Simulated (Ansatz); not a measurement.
Si₂₄AsH₃₄⁻. Total charge -1; singlet. Geometry r2SCAN-D4/def2-SVP.

Cartesian coordinates in Å:
```
Si -0.975 2.154 2.168
Si 3.937 3.822 0.613
Si -3.709 0.543 0.007
Si 0.813 2.501 -1.154
Si -2.254 -1.435 2.652
Si 2.375 0.474 1.612
Si -5.254 -2.879 0.764
Si -3.274 -2.268 -2.400
Si -1.783 -4.299 0.311
Si 1.148 -0.690 -3.618
Si 2.622 -2.658 -0.929
Si 4.120 0.764 -1.724
Si -2.974 2.557 0.992
Si -1.435 0.480 3.760
Si -4.358 -0.919 1.733
Si 1.911 4.437 -0.408
Si 3.490 2.379 2.414
As 0.314 0.980 0.579
Si 5.259 2.672 -0.957
Si -2.009 -0.787 -1.068
Si 2.074 1.313 -2.751
Si -1.059 -2.081 0.660
Si 3.629 -0.733 0.024
Si -3.814 -3.906 -0.804
Si 0.574 -2.408 -2.093
H -0.382 3.396 2.769
H 4.661 5.046 1.101
H -4.876 0.879 -0.882
H -0.526 2.882 -1.714
H -2.371 -2.530 3.678
H 2.008 -0.403 2.773
H -6.557 -2.546 0.091
H -5.579 -3.864 1.852
H -4.533 -1.608 -2.890
H -2.572 -2.836 -3.594
H -2.055 -4.985 1.622
H -0.854 -5.177 -0.470
H -0.051 -0.240 -4.414
H 2.188 -1.022 -4.661
H 2.483 -3.620 0.224
H 3.793 -3.190 -1.720
H 4.995 0.068 -2.729
H -3.997 3.116 1.942
H -2.742 3.610 -0.053
H -2.425 1.011 4.761
H -0.186 0.155 4.527
H -5.361 -0.358 2.704
H 1.051 5.176 0.577
H 2.193 5.377 -1.547
H 2.639 3.082 3.431
H 4.783 2.016 3.091
H 5.583 3.599 -2.095
H 6.564 2.299 -0.312
H -1.196 0.151 -1.897
H 2.355 2.301 -3.854
H 0.395 -2.007 0.995
H 4.922 -1.089 0.713
H -4.501 -5.130 -1.344
H 0.785 -3.572 -3.058
```

The 6-31G sets use Cartesian d functions. B3LYP takes the VWN-RPA correlation. Single mean-field runs in 6-31G, def2-SVP, def2-TZVP are fitted with def2-universal-jkfit.

Task: Estimate the orbital energies around the gap (eV) in Ansatz with HF/6-31G, PBE-D4/def2-SVP, PBE-D4/def2-TZVP, r2SCAN-D4/def2-TZVP, B3LYP-D4/6-31G.

Result: 
```csv
orbital,HF/6-31G,PBE-D4/def2-SVP,PBE-D4/def2-TZVP,r2SCAN-D4/def2-TZVP,B3LYP-D4/6-31G
HOMO−5,-7.04,-3.92,-3.94,-4.17,-4.70
HOMO−4,-6.86,-3.74,-3.77,-3.98,-4.50
HOMO−3,-6.55,-3.55,-3.59,-3.81,-4.23
HOMO−2,-6.48,-3.45,-3.49,-3.69,-4.16
HOMO−1,-5.69,-2.95,-3.01,-3.20,-3.48
HOMO,-3.93,-1.72,-1.83,-1.91,-1.99
LUMO,4.28,0.40,0.17,0.30,1.45
LUMO+1,4.42,0.42,0.26,0.39,1.53
LUMO+2,4.47,0.66,0.47,0.60,1.63
LUMO+3,4.64,0.71,0.52,0.65,1.79
LUMO+4,4.65,0.81,0.60,0.74,1.81
LUMO+5,4.76,0.94,0.68,0.86,1.90
```
